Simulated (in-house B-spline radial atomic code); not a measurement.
How numerical settings move a run on V³⁺, [Ar] 3d2. Computed with an all-electron radial atomic-structure program (B-spline basis): Dirac-Kohn-Sham PBE0, spherical fractional occupations, Fermi nucleus of rms radius 3.6002 fm.

Command:
```bash
python run_scf.py task.json out
```
Settings of the sound reference run:
```
Z                23
electrons        20
configuration    [Ar] 3d2
hamiltonian      dirac
method           pbe0
spin_polarised   False
nucleus          fermi
rms_radius       3.6002
mass_number      51
atomic_mass      50.94396
speed_of_light   137.036
knot_spacing     0.22
spline_order     8
gauss_points     12
box_radius       16.22
max_iterations   70
damping          0.5
damped_steps     3
diis_vectors     10
tolerance        1e-08
start            Thomas-Fermi
```

Time taken, with all properties: 0.94 s on 1 thread of Intel(R) Xeon(R) 6975P-C, on a shared host.

It converges in 9 iterations to -947.039579 hartree, with 3d5/2 at -35.6472 eV. The other runs change the listed settings, some to values that make no sense; their results aren't properties of the atom or ion. Radii are in bohr (the nuclear one in fm), a minus after a letter asks for a j subshell, and «unchanged» means within 1e-8 hartree. The run stops when the residual is below 10 × tolerance × max(1, Z/10), or a noise floor if that is larger, and the energy moves by less than 1e-8 × √|E| hartree; so very loose and very tight tolerances often act alike.

| changed settings | outcome |
| --- | --- |
| electrons = 23, configuration = [Ar] 3d2 4s3, max_iterations = 60 | stopped with error: shell 4s holds at most 2 electrons |
| spline_order = 7, max_iterations = 3, diis_vectors = 2 | not converged after 3 iterations, last residual 8.4e-02, last energy +2.10e-01 hartree from the reference |
| spline_order = 3 | converged in 9 iterations, energy +2.03e-02 hartree from the reference, 3d5/2 level -7.9e-03 eV |
| method = hf, spin_polarised = True | stopped with error: spin polarisation is not served with the Dirac Hamiltonian |
| gauss_points = 3 | converged in 9 iterations, energy +3.11e-05 hartree from the reference, 3d5/2 level -1.2e-05 eV |
| spline_order = 5 | converged in 9 iterations, energy +7.21e-06 hartree from the reference, 3d5/2 level -5.3e-06 eV |
| gauss_points = 16 | converged in 9 iterations, energy unchanged |
| first_knot = 0.000435, max_iterations = 3, damping = 0.8 | not converged after 3 iterations, last residual 2.2e-01, last energy +1.32e+00 hartree from the reference |
| spline_order = 6 | converged in 9 iterations, energy +9.99e-07 hartree from the reference, 3d5/2 level -2.5e-06 eV |
| knot_spacing = 0.75, max_iterations = 12, tolerance = 1e-13 | converged in 9 iterations, energy +3.73e-01 hartree from the reference, 3d5/2 level -8.7e-03 eV (the program warns: 2s1/2 reaches the box edge) |
| electrons = 29, configuration = [Ar] 3d11, max_iterations = 100 | stopped with error: shell 3d holds at most 10 electrons |
| spline_order = 6, first_knot = 4.35e-05, max_iterations = 60 | converged in 9 iterations, energy +4.93e-07 hartree from the reference, 3d5/2 level -5.4e-07 eV |

(1) What happens with start = bare nucleus?

(2) What happens with gauss_points = 4?

(3) What happens with spline_order = 10?

(4) What happens with spline_order = 7?

## Answers

(1) Converged in 10 iterations, energy unchanged, 3d5/2 level +2.4e-06 eV.

(2) Converged in 9 iterations, energy -2.75e-07 hartree from the reference, 3d5/2 level +1.2e-06 eV.

(3) Converged in 9 iterations, energy -1.57e-06 hartree from the reference, 3d5/2 level -4.0e-07 eV.

(4) Converged in 9 iterations, energy -1.84e-06 hartree from the reference, 3d5/2 level -2.8e-07 eV.
